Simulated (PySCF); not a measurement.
The numbers are results of r2SCAN-D4/def2-TZVP // r2SCAN-D4/def2-SVP (PySCF 2.14.0), not measurements. Gas-phase values, no solvent. One relaxed conformer stands for a flexible species; it need not be the lowest. Excitations are Tamm–Dancoff values on a coarser integration grid. The basis has no diffuse functions, so Rydberg states are missing or too high.

Reference species (SMILES): `C[O][Ge]([SiH3])([SiH3])[SiH3]` (C–O–Ge–Si torsion 59°) (neutral, multiplicity 1).

```yaml
S1 excitation (TDA): 4.79 eV
S1 oscillator strength: 0.003
```

Changed species: `C[O][Ge]([SiH3])([SiH3])[O]C` (C–O–Ge–Si torsion 178°, Si–Ge–O–C torsion 47°) (2 of 4 OCH3 replaced by SiH3; the reference has 3 of 4 OCH3 replaced by SiH3).

Predict the effect on the S1 excitation (TDA) and S1 oscillator strength.

the S1 excitation (TDA) goes up by 0.68 eV, to 5.47 eV; the S1 oscillator strength hardly moves.
